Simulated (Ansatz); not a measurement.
Consider the cleavage of the B–Si bond: `B[SiH](B)F` + `[OH][AlH][OH]` → `B[O][AlH][OH]` + `B[SiH2]F`.

Program: Ansatz. Geometries: PBE0-D4/def2-TZVP. ΔE: electronic, gas phase. CCSD(T)/CBS adds triple-zeta CCSD(T) − MP2 to the extrapolated MP2 energy (def2 sets, frozen cores). This one scheme is used for every species. DFT in def2-TZVPP. One conformer a species, not always the lowest.

`B[SiH](B)F`:

Z-matrix (Å, degrees):
```
Si
B 1 2.000
F 1 1.612 2 113.1
B 1 2.000 2 108.9 3 126.7
H 1 1.497 2 107.3 3 -117.5
H 2 1.195 1 123.4 3 -8.0
H 2 1.196 1 118.3 3 173.2
H 4 1.195 1 123.4 2 -118.7
H 4 1.196 1 118.3 2 60.1
```

`[OH][AlH][OH]`:

Z-matrix (Å, degrees):
```
Al
O 1 1.692
O 1 1.692 2 124.1
H 1 1.565 2 117.9 3 -180.0
H 2 0.954 1 126.5 3 0.0
H 3 0.954 1 126.6 2 0.0
```

`B[O][AlH][OH]`:

Cartesian coordinates in Å:
```
B 0.567 1.719 -0.142
O 0.197 0.476 0.165
Al -0.263 -1.090 0.581
O -0.859 -2.144 -0.590
H 1.705 1.937 -0.472
H -0.241 2.611 -0.088
H -0.137 -1.573 2.062
H -0.970 -1.936 -1.516
```

`B[SiH2]F`:

Z-matrix (Å, degrees):
```
Si
F 1 1.607
B 1 2.000 2 113.6
H 1 1.490 2 107.3 3 -121.7
H 1 1.490 2 107.3 3 121.8
H 3 1.197 1 118.1 2 179.8
H 3 1.194 1 124.1 2 -0.2
```

```
         level  ΔE (kJ/mol)
         BHLYP       -174.8
CCSD/CBS(def2)       -162.3
```

(1) What does CCSD(T)/CBS give? (Estimate.)

(2) What do rigid-rotor, harmonic-oscillator terms from PBE0-D4/def2-TZVP frequencies (298.15 K, 1 bar) make of the CCSD(T)/CBS value? (An estimate is asked.)

Largest T1 diagnostic among the species: 0.014.

Answers

(1) The calculation gave: -160.5 kJ/mol. The listed levels differ from it by -14.3, -1.8 kJ/mol.

(2) Computed: ΔZPE = -0.5 kJ/mol, ΔH = -161.4 kJ/mol, ΔS = 11 J/(mol·K), ΔG = -164.7 kJ/mol.

Leaving LDA and LC-ωPBE aside and taking each functional with its dispersion term where it has one, the values, not all of them listed here, spread over 27.9 kJ/mol, from BHLYP-D4 to revPBE-D4. LDA lies −6.0 kJ/mol from PBE without D4. From r2SCAN to r2SCAN0 (25 % exact exchange), in def2-TZVPP and without D4, ΔE moves by −4.4 kJ/mol.
